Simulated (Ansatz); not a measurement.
[SnH5]- (SnH₅⁻). Total charge -1; triplet. Geometry PBE0-D4/def2-TZVPD, that of the charge -1 singlet; atoms count from 1.

```xyz
6

Sn    0.0000    0.0000    0.0000
H    -0.3061   -1.4916    1.0963
H     0.3059    1.4914   -1.0966
H    -1.3212    0.8587    0.7992
H    -0.3238   -0.9851   -1.4306
H     1.6453    0.1265    0.6317
```

In the def2 sets Sn takes a core potential; there is no spin–orbit coupling. The highest occupied level of the charge -1 triplet lies above zero (up to 1.86 eV). By energy differences it is unbound by 0.55 eV (vertical, against the charge 0 doublet, at PBE0-D4/def2-TZVPD) and held by the finite basis. At PBE0-D4/def2-TZVPD a singlet of charge -1 lies 2.82 eV below the triplet at the same geometry.

Q: Estimate the Mulliken populations from the PBE0/def2-TZVPD orbitals of Ansatz.

A: 
| atom | charge (e) | spin (α − β) |
| --- | --- | --- |
| Sn1 | -1.00 | 0.54 |
| H2 | 0.04 | 0.42 |
| H3 | 0.04 | 0.42 |
| H4 | -0.03 | 0.21 |
| H5 | -0.03 | 0.21 |
| H6 | -0.03 | 0.21 |
Mulliken values depend strongly on the basis. With diffuse functions, as here, like atoms can get unlike values, and bond orders can come out too low or too high.

Q: Where does the spin sit?

A: Summed by element: Sn 0.54, H 1.46, of 2 unpaired in all. Largest on single atoms: Sn1 0.54, H2 0.42, H3 0.42.
